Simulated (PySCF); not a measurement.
## Input and output

PmF3(NH3) (singlet in the valence; each metal's 4f electrons, 4 of them, lie in its core potential, out of spins and levels). PySCF 2.14.0, RKS PBE0, Pm lcecp-1-TZVP with ECP50, F def2-TZVP, N def2-TZVP, H def2-TZVP; non-relativistic Hamiltonian with scalar-relativistic core potentials where named; density fitting; no spin-orbit coupling. Purpose: basis and core treatment f-in-core-III/TZVP.

```python
mol = gto.M(atom='''
Pm     0.11781    -0.11781     0.11781
F      1.10998     1.43254     1.10998
F     -1.43254    -1.10998     1.10998
F      1.10998    -1.10998    -1.43254
N     -1.38268     1.38268    -1.38268
H     -1.99262     1.99262    -0.83522
H     -0.83522     1.99262    -1.99262
H     -1.99262     0.83522    -1.99262''',
    basis={'Pm': 'lcecp-1-TZVP', 'F': 'def2-TZVP', 'N': 'def2-TZVP', 'H': 'def2-TZVP'},
    ecp={'Pm': 'lcecp-1-TZVP'},
    charge=0, spin=0)
mf = dft.RKS(mol, xc='PBE0')
mf.grids.atom_grid = (75, 302)  # f atoms: unpruned, at least (60, 302)
mf = mf.density_fit()  # fitting sets: Pm AutoAux, F def2-universal-JKFIT, N def2-universal-JKFIT, H def2-universal-JKFIT
mf.conv_tol = 1e-08; mf.max_cycle = 55
mf.kernel(dm0)  # dm0: free metal ions and neutral atoms
mf.nuc_grad_method().kernel()
```

Run from Python with OMP_NUM_THREADS=2; the lines above give its settings. Where DIIS fails, smearing, a level shift and second-order steps follow.
It took 15 s on 2 threads of Arm Neoverse V1 (shared host).

Question: Where do the frontier levels lie, over both spins?

Answer: HOMO -9.41 eV, LUMO -0.99 eV. The 4f levels lie in the core potential and are missing.

Question: What does the SCF print?

Answer: 
```
init E= -394.752049395145
cycle= 1 E= -390.252217993237  delta_E=  4.5  |g|= 0.498  |ddm|= 1.99
cycle= 2 E= -390.260054084462  delta_E= -0.00784  |g|= 0.398  |ddm|= 0.532
cycle= 3 E= -390.283078257503  delta_E= -0.023  |g|= 0.201  |ddm|= 0.284
cycle= 4 E= -390.289076362167  delta_E= -0.006  |g|= 0.0444  |ddm|= 0.0958
...
cycle= 8 E= -390.289394156883  delta_E= -1.36e-08  |g|= 2.72e-05  |ddm|= 0.000266
cycle= 9 E= -390.289394157065  delta_E= -1.82e-10  |g|= 6.44e-06  |ddm|= 4.02e-05
Extra cycle  E= -390.289394157067  delta_E= -2.96e-12  |g|= 6.13e-06  |ddm|= 1.65e-05
converged SCF energy = -390.289394157067
```

Question: What are the Mulliken charges and spins?

Answer: 
| atom | charge (e) | spin (e) |
| --- | --- | --- |
| Pm1 | 1.624 | 0.000 |
| F2 | -0.580 | 0.000 |
| F3 | -0.580 | 0.000 |
| F4 | -0.580 | 0.000 |
| N5 | -0.747 | 0.000 |
| H6 | 0.288 | 0.000 |
| H7 | 0.288 | 0.000 |
| H8 | 0.288 | 0.000 |
The spin of the 4f electrons in the core isn't counted.

Question: What forces act on the atoms (eV/Å)?

Answer: 
```
Pm   0.01 -0.01  0.01
F    0.06  0.09  0.06
F   -0.09 -0.06  0.06
F    0.06 -0.06 -0.09
N   -0.22  0.22 -0.22
H    0.15 -0.15 -0.13
H   -0.13 -0.15  0.15
H    0.15  0.13  0.15
```
Forces carry noise of the integration grid, about 0.01 to 0.03 eV/Å.

The geometry was relaxed with PBE0 (Pm lcecp-1-SVP with ECP50, F def2-SVP, N def2-SVP, H def2-SVP).

An lcecp potential fixes the number of 4f electrons, so in runs with it no electron can move into or out of that shell.
